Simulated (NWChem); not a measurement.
Ionisation of C3H5O

```
C
O 1 1.2276
C 1 1.4424 2 120.31
H 3 1.0924 1 118.11 2 -0.35
H 3 1.0931 4 119.50 1 179.86
C 1 1.5126 2 121.35 3 -179.19
H 6 1.0972 1 109.30 2 -13.99
H 6 1.1003 7 109.99 1 123.25
H 6 1.1024 7 108.55 8 117.07
```
Charge 0, spin multiplicity 2.

Program: NWChem. All single points use one geometry, from UPBE0/def2-SVP, a minimum by its harmonic frequencies. It is one conformer; others weren't searched.

Basis set: def2-SVPD. The species with one electron less has spin multiplicity 3 and keeps the geometry of the parent. Δ marks differences of total energies (open shells unrestricted). −ε marks an orbital energy of the parent. That orbital need not have the symmetry of the hole or added electron in the Δ rows.

B3LYP has NWChem's definition, with VWN1-RPA local correlation. The structure started from a generated list of species. The stability of the SCF solutions was not checked.

Order these methods by the first vertical ionisation energy they give, lowest first: −ε(beta HOMO) of PBE, −ε(beta HOMO) of BP86, −ε(beta HOMO) of B3LYP, −ε(beta HOMO) of r2SCAN, G0W0@PBE, ΔBP86.

−ε(beta HOMO) of PBE (5.75 eV), −ε(beta HOMO) of BP86 (5.85 eV), −ε(beta HOMO) of r2SCAN (6.06 eV), −ε(beta HOMO) of B3LYP (7.16 eV), G0W0@PBE (8.47 eV), ΔBP86 (9.72 eV)
